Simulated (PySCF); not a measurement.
Threshold energies of HfF in a plasma

CCSD(T) in PySCF with def2-TZVPPD on every atom (core potentials on Hf), for the lowest determinant that a PBE0 search found; no spin–orbit coupling.

```tsv
species	state (unpaired electrons)	Re (Å)	ωe (cm⁻¹)	energy of the minimum from the neutral (eV)	De (eV)	dissociates to
HfF	doublet (δ ↑)	1.875	662	0.00	6.89	Hf (5d2 6s2) + F
HfF⁺	triplet (σ ↑, δ ↑)	1.827	746	7.36	6.11	Hf⁺ (5d1 6s2) + F
```

Task: Work out the lowest energy to break HfF into atoms, from its vibrational ground state.

Result: D0 = De − ωe/2 = 6.89 − 0.04 = 6.85 eV (CCSD(T)/def2-TZVPPD).

Task: Work out the ionisation energy of the Hf atom at this level and the threshold of dissociative ionisation.

Result: IE(Hf) = 7.36 + 6.11 − 6.89 = 6.58 eV, so Hf⁺ (5d1 6s2) + F + e⁻ appears at D0 + IE(Hf) = 13.43 eV (CCSD(T)/def2-TZVPPD). The measured IE(Hf) is 6.825 eV (NIST ASD).

These are thermodynamic thresholds; the onsets seen under electron impact lie higher where the geometry changes, and cross-sections peak well above them.

Correlated steps freeze 1 core orbital. UHF and ROHF references stand side by side, which adds small steps between rows. These are scalar-relativistic numbers at best; spin–orbit coupling would shift them, the dissociation energy most. For an ion De counts to the pair picked by the measured ionisation energies or electron affinities, which need not be the lowest pair at this level. The state is the lowest single determinant that the PBE0 search found; with open d or f shells the true ground state can be another one.
